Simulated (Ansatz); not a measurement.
Relaxation of AlFH4NSi (8 atoms, charge 1, multiplicity 1), to a largest force component of 0.015 eV/Å in at most 40 steps.

Theory: RHF/cc-pVDZ in Ansatz.

```xyz
8
Properties=species:S:1:pos:R:3:forces:R:3
N 0.639 1.908 -0.106 0.06 0.25 0.02
Al 0.420 0.265 0.449 0.00 1.03 -0.59
F 0.995 -0.522 1.769 0.26 -0.40 0.64
Si -0.883 -1.670 -0.422 -0.44 -0.86 -0.12
H 1.189 2.576 0.432 -0.27 -0.36 -0.28
H 0.274 2.370 -0.929 0.11 -0.30 0.33
H -2.294 -2.027 -0.148 -0.03 0.38 0.08
H -0.340 -2.900 -1.046 0.30 0.26 -0.08
```

**Question.** Where does it end, and by what steps?

**Answer.** The run converged. Limits of this set-up: the dipole of an ion depends on the origin. After 6 steps the energy has fallen by 0.093 eV; H6 moved furthest, 0.27 Å.

| step | energy less start (eV) | largest force component (eV/Å) | accepted |
| --- | --- | --- | --- |
| 0 | 0.0000 | 1.034 | yes |
| 1 | -0.0602 | 0.329 | yes |
| 2 | -0.0824 | 0.171 | yes |
| 3 | -0.0881 | 0.252 | yes |
| 4 | -0.0918 | 0.084 | yes |
| 5 | -0.0924 | 0.027 | yes |
| 6 | -0.0926 | 0.011 | yes |

```xyz
8
Properties=species:S:1:pos:R:3
N 0.603 1.811 -0.104
Al 0.486 0.232 0.613
F 1.112 -0.474 1.977
Si -0.875 -1.652 -0.406
H 1.149 2.561 0.286
H 0.150 2.125 -0.943
H -2.327 -1.851 -0.219
H -0.298 -2.752 -1.205
```

Time of the run: 14 s on 1 thread of Intel(R) Xeon(R) CPU @ 2.60GHz (Ice Lake), with other jobs on the host, peak memory 0.18 GiB.
